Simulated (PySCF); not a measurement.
Isomers of C4H13ClOSi2, mass 168.019 u with the commonest isotopes. Method: PBE0/pcSseg-1 in PySCF (dipole) on a GFN2-xTB geometry, gas phase. One conformer each, none proved a minimum here; rigid rotors.

Task: Order these by rotational constant B, largest first.
A. `[CH3:1][C@H:2]([CH2:3][SiH3:4])[CH2:5][O:6][SiH2:7][Cl:8]` with C1–C2–C3–Si4 180°, C1–C2–C5–O6 -170°, C2–C5–O6–Si7 160°, C5–O6–Si7–Cl8 -177°
B. `[CH3:1][CH2:2][Si@@:3]([Cl:4])([O:5][CH3:6])[SiH2:7][CH3:8]` with C1–C2–Si3–Cl4 71°, C2–Si3–O5–C6 71°, C2–Si3–Si7–C8 92°
C. `[CH3:1][CH:2]([CH3:3])[SiH2:4][O:5][CH2:6][SiH2:7][Cl:8]` with C1–C2–Si4–O5 62°, C2–Si4–O5–C6 180°, Si4–O5–C6–Si7 180°, O5–C6–Si7–Cl8 180°
D. `[CH3:1][SiH2:2][C:3]([CH3:4])([CH3:5])[O:6][SiH2:7][Cl:8]` with C1–Si2–C3–C4 -57°, Si2–C3–O6–Si7 173°, C3–O6–Si7–Cl8 176°

Result: B (895.5 MHz), D (705.9 MHz), A (668.4 MHz), C (401.1 MHz).

Task: Order these by radius of gyration √(Σ m r²/M), largest first.
A. `[CH3:1][C@H:2]([CH2:3][SiH3:4])[CH2:5][O:6][SiH2:7][Cl:8]` with C1–C2–C3–Si4 180°, C1–C2–C5–O6 -170°, C2–C5–O6–Si7 160°, C5–O6–Si7–Cl8 -177°
B. `[CH3:1][SiH2:2][C:3]([CH3:4])([CH3:5])[O:6][SiH2:7][Cl:8]` with C1–Si2–C3–C4 -57°, Si2–C3–O6–Si7 173°, C3–O6–Si7–Cl8 176°
C. `[CH3:1][CH2:2][Si@@:3]([Cl:4])([O:5][CH3:6])[SiH2:7][CH3:8]` with C1–C2–Si3–Cl4 71°, C2–Si3–O5–C6 71°, C2–Si3–Si7–C8 92°
D. `[CH3:1][CH:2]([CH3:3])[SiH2:4][O:5][CH2:6][SiH2:7][Cl:8]` with C1–C2–Si4–O5 62°, C2–Si4–O5–C6 180°, Si4–O5–C6–Si7 180°, O5–C6–Si7–Cl8 180°
E. `[CH3:1][O:2][Si@@:3]([SiH3:4])([Cl:5])[CH:6]([CH3:7])[CH3:8]` with C1–O2–Si3–Si4 -59°, O2–Si3–C6–C7 -173°

Result: D (2.864 Å), A (2.457 Å), B (2.377 Å), C (2.227 Å), E (2.179 Å).

Task: Order these by rotational constant C, largest first.
A. `[CH3:1][C@H:2]([CH2:3][SiH3:4])[CH2:5][O:6][SiH2:7][Cl:8]` with C1–C2–C3–Si4 180°, C1–C2–C5–O6 -170°, C2–C5–O6–Si7 160°, C5–O6–Si7–Cl8 -177°
B. `[CH3:1][O:2][Si@@:3]([SiH3:4])([Cl:5])[CH:6]([CH3:7])[CH3:8]` with C1–O2–Si3–Si4 -59°, O2–Si3–C6–C7 -173°
C. `[CH3:1][CH2:2][Si@@:3]([Cl:4])([O:5][CH3:6])[SiH2:7][CH3:8]` with C1–C2–Si3–Cl4 71°, C2–Si3–O5–C6 71°, C2–Si3–Si7–C8 92°
D. `[CH3:1][CH:2]([CH3:3])[SiH2:4][O:5][CH2:6][SiH2:7][Cl:8]` with C1–C2–Si4–O5 62°, C2–Si4–O5–C6 180°, Si4–O5–C6–Si7 180°, O5–C6–Si7–Cl8 180°
E. `[CH3:1][SiH2:2][C:3]([CH3:4])([CH3:5])[O:6][SiH2:7][Cl:8]` with C1–Si2–C3–C4 -57°, Si2–C3–O6–Si7 173°, C3–O6–Si7–Cl8 176°

Result: B (855.2 MHz), C (797.3 MHz), E (577.7 MHz), A (511.8 MHz), D (383.5 MHz).

```json
{"SMILES": "C[SiH2]C(C)(C)O[SiH2]Cl", "point group": "C1", "Ia (u·Å²)": "307.79", "Ib (u·Å²)": "715.96", "Ic (u·Å²)": "874.83", "κ": "-0.76", "μa (D)": "1.87", "μb (D)": "1.68", "μc (D)": "0.70"}
{"SMILES": "C[C@H](C[SiH3])CO[SiH2]Cl", "point group": "C1", "Ia (u·Å²)": "285.08", "Ib (u·Å²)": "756.11", "Ic (u·Å²)": "987.49", "κ": "-0.75", "μa (D)": "1.50", "μb (D)": "2.68", "μc (D)": "0.45"}
{"SMILES": "CC[Si@@](Cl)(OC)[SiH2]C", "point group": "C1", "Ia (u·Å²)": "468.56", "Ib (u·Å²)": "564.38", "Ic (u·Å²)": "633.83", "κ": "-0.30", "μa (D)": "0.41", "μb (D)": "1.01", "μc (D)": "2.20"}
{"SMILES": "CO[Si@@]([SiH3])(Cl)C(C)C", "point group": "C1", "Ia (u·Å²)": "449.23", "Ib (u·Å²)": "555.54", "Ic (u·Å²)": "590.94", "κ": "-0.60", "μa (D)": "0.03", "μb (D)": "1.25", "μc (D)": "0.51"}
{"SMILES": "CC(C)[SiH2]OC[SiH2]Cl", "point group": "Cs", "Ia (u·Å²)": "179.07", "Ib (u·Å²)": "1260.07", "Ic (u·Å²)": "1317.83", "κ": "-0.99", "μa (D)": "1.33", "μb (D)": "0.31", "μc (D)": "0.00"}
```
